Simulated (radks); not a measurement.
Values are calculated unless marked as measured or tabulated.
Task: Sc I, configuration [Ar] 3d1 4s1 5s1 (not the ground configuration). Code: a radial shooting solver on a logarithmic mesh with Libxc functionals. Model: scalar-relativistic Kohn-Sham, r2SCAN, spin-polarised, spherical densities, finite nucleus; open shells are filled with parallel spins first; meta-GGA in the generalised Kohn-Sham scheme; Fermi nuclear charge, rms radius 3.5459 fm. Some entries of the table are withheld. Estimate them.

orbital,occ.,eigenvalue (Ry),r(max) (bohr),<1/r> (bohr^-1)
1s up,1,-324.8681,0.04781,20.77
1s down,1,-324.8662,0.04781,20.77
2s up,1,-35.66034,0.2831,4.314
2s down,1,-35.63734,0.2831,4.315
2p up,3,-29.15463,0.2324,4.202
2p down,3,-29.13588,0.2324,4.204
3s up,1,-4.49852,0.9260,1.300
3s down,1,-4.41367,0.9265,1.298
3p up,3,-2.85348,0.9689,1.168
3p down,3,-2.76548,0.9694,1.170
4s up,1,(1),2.913,0.3844
3d up,1,-0.51182,(2),0.7878
3d down,0,-0.37725,(3),0.8274
5s up,1,-0.10510,8.539,0.1325

Result: 
(1) 4s up eigenvalue (Ry): -0.53485
(2) 3d up r(max) (bohr): 1.098
(3) 3d down r(max) (bohr): 1.081
